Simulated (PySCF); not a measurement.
## Dipole response of Cr²⁺ (chromium, charge +2)

[Ar] 3d3 4s1, high-spin 5F determinant (an excited configuration). Computed with PySCF 2.14 in aug-cc-pVQZ-DK, with the spin-free X2C one-electron Hamiltonian (Gaussian nucleus). Coupled (time-dependent) response in atomic units; α is the mean over directions.

```csv
method,mean α (bohr³),C₆ (like pair),S(−4)
PBE,19.82,82.08,346.1
```

S(−4) is the Cauchy moment in α(ω) = α(0) + S(−4) ω² + …

α(iu) at PBE:

```json
{"u (hartree)": "0", "α(iu) (bohr³)": "19.82"}
{"u (hartree)": "0.0500", "α(iu) (bohr³)": "18.99"}
{"u (hartree)": "0.100", "α(iu) (bohr³)": "16.93"}
{"u (hartree)": "0.200", "α(iu) (bohr³)": "12.09"}
{"u (hartree)": "0.300", "α(iu) (bohr³)": "8.571"}
{"u (hartree)": "0.500", "α(iu) (bohr³)": "5.029"}
{"u (hartree)": "0.750", "α(iu) (bohr³)": "3.250"}
{"u (hartree)": "1.00", "α(iu) (bohr³)": "2.403"}
{"u (hartree)": "1.50", "α(iu) (bohr³)": "1.563"}
{"u (hartree)": "2.00", "α(iu) (bohr³)": "1.127"}
{"u (hartree)": "3.00", "α(iu) (bohr³)": "0.6744"}
{"u (hartree)": "5.00", "α(iu) (bohr³)": "0.3216"}
```

A single London oscillator, α(iu) = α/(1 + u²/ω²), gives C₆ = (3/4) ω α². Matching the computed C₆ needs ω = 4 × 82.08 / (3 × 19.82²) = 0.279 hartree.

For an ion, C₆ is the dispersion term alone; charge-induced terms of lower order in 1/R come first.
